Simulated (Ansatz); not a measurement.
Compare A (`[SiH3]C1(Cl)C[SiH2]1`) with its isomer B (`C=C(Cl)[SiH2][SiH3]`).

Computed with Ansatz on PBE0-D4/def2-TZVP structures; ΔE is electronic, products minus reactants. CCSD(T)/CBS adds triple-zeta CCSD(T) − MP2 to the extrapolated MP2 energy (def2 sets, frozen cores). DFT in def2-TZVPP. B3LYP here is the variant with VWN-RPA as its local correlation; programs differ in this. One conformer a species, not always the lowest.

Which isomer does CCSD(T)/CBS put lower? Give the gap. (An estimate is asked.)

Computed: B, by 42.3 kJ/mol.

Give E(B) − E(A) in kJ/mol with r2SCAN-D4, B3LYP-D4, CCSD(T)/def2-TZVPP, ωB97M-V, PBE-D4, MP2/def2-TZVPP, PBE0-D4. (Estimate.)

Ansatz gave: r2SCAN-D4 -41.8, B3LYP-D4 -54.4, CCSD(T)/def2-TZVPP -45.9, ωB97M-V -33.9, PBE-D4 -45.0, MP2/def2-TZVPP -29.0, PBE0-D4 -39.3. None reverses the order clearly.

Largest T1 diagnostic: 0.012.

The D4 term adds +4.0 kJ/mol with B3LYP and +1.7 kJ/mol with PBE0; it sums over pairs of atoms, weighted by their polarisabilities, and B3LYP, whose exchange is more repulsive, gets the larger term. In def2-TZVPP, CCSD(T) changes the Hartree–Fock value by +22.9 kJ/mol (the triples alone add +1.3 kJ/mol) and MP2 by +39.7 kJ/mol.
